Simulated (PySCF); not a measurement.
# How the method changes the shape and vibrations of H3NOSi2

All numbers below are calculated, not measured. The program is PySCF 2.14.0, an open-source quantum chemistry code, run on an isolated molecule that a program drew, which may never have been made. The molecule is H3NOSi2 (charge 0, singlet), drawn as the SMILES string `O=[SiH]N[SiH]`.

The geometry was optimised and harmonic frequencies were computed with HF and MP2, all in the cc-pV(D+d)Z basis, for the commonest isotopes, with a restricted reference for singlets and an unrestricted one otherwise, and a frozen core in MP2. Each result is a local minimum of its method.

Geometry at the HF minimum:
```xyz
7
H3NOSi2, angstrom
O    -0.0256    0.9194   -1.4319
Si    0.1582    0.5132   -0.0059
N     1.5101    0.7983    0.9831
Si    3.0405    1.6077    0.6831
H    -0.8349   -0.2208    0.7906
H     1.4146    0.4324    1.9174
H     2.7529    1.9686   -0.7510
```

Lengths of the bonds as drawn, in Å (atoms numbered as above):
```
  bond     HF    MP2
O1-Si2  1.494  1.535
Si2-N3  1.699  1.728
N3-Si4  1.757  1.768
Si2-H5  1.470  1.479
 N3-H6  1.008  1.025
Si4-H7  1.506  1.514
```

Rotational constants, in GHz:
```
constant,HF,MP2
A,13.53,12.98
B,2.497,2.445
C,2.108,2.057
```

Harmonic frequencies in cm^-1, each column in rising order, so a row needn't be the same motion in every method:
| rank | HF | MP2 |
|---|---|---|
| 1 | 153 | 131 |
| 2 | 164 | 149 |
| 3 | 267 | 267 |
| 4 | 418 | 375 |
| 5 | 650 | 594 |
| 6 | 663 | 619 |
| 7 | 791 | 760 |
| 8 | 917 | 859 |
| 9 | 947 | 886 |
| 10 | 985 | 933 |
| 11 | 1330 | 1212 |
| 12 | 1358 | 1226 |
| 13 | 2193 | 2137 |
| 14 | 2380 | ? |
| 15 | 3749 | 3553 |

**Estimate the missing MP2 frequency from the HF column.**

A single factor s that minimises the squared misfit of MP2 against s times HF over the other rows is sum(HF x MP2) / sum(HF^2) = 0.9455, with an rms misfit of 28 cm^-1. For rank 14 it gives 0.9455 x 2380 = 2250 cm^-1. The calculation gives 2300 cm^-1, 50 cm^-1 above the estimate. The drawn bonds are on average 1.3 % longer in MP2 than in HF.
